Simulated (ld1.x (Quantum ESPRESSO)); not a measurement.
Cutoff test, Ba, TM

```json
{"Element": "barium", "Generator": "ld1.x (Quantum ESPRESSO) 7.5", "Type": "norm-conserving Troullier–Martins (Kleinman–Bylander form)", "Functional": "LDA (PZ)", "Relativity": "scalar-relativistic", "Frozen core": "[Xe]", "Valence charge": "2", "Reference configuration": "5d1 6s1 6p0", "Partial waves": "6s (bound): rc 3.30 bohr; 6p (bound, empty): rc 3.40 bohr; 5d (bound): rc 3.40 bohr", "Local potential": "the d channel", "Core correction": "Bessel-smoothed model core inside 2.70 bohr"}
```

The pseudo-atom Hamiltonian at the reference potential is diagonalised in spherical Bessel functions j_l(qr) that vanish at 20 bohr, with q² up to the cutoff. All-electron valence levels (Ry): 6s -0.2161, 6p -0.0785, 5d -0.1082.

How do the lowest levels (Ry) of each channel move with the cutoff, and are there ghosts?

```csv
cutoff (Ry),s #1,s #2,p #1,p #2,d #1,f #1,Σ f·Δε (mRy)
8,-0.9772,-0.2155,-0.0773,0.0490,-0.1048,0.0813,4.1
10,-0.9808,-0.2156,-0.0774,0.0399,-0.1075,0.0813,1.3
12,-0.9810,-0.2159,-0.0774,-0.0083,-0.1081,0.0813,0.3
15,-0.9817,-0.2160,-0.0774,-0.0412,-0.1082,0.0813,0.1
18,-0.9818,-0.2160,-0.0775,-0.0538,-0.1082,0.0813,0.1
400,-0.9820,-0.2161,-0.0783,-0.0688,-0.1082,0.0813,0.0
```

Result: ghost states, extra bound levels that the all-electron valence spectrum of the same l lacks: s at -13.4 eV, p at -0.94 eV (a true bound ghost makes a file unfit for plane-wave use); 10 mRy is reached at 8 Ry and 1 mRy at 12 Ry.

3 of 9 tests not solved or not reliable.
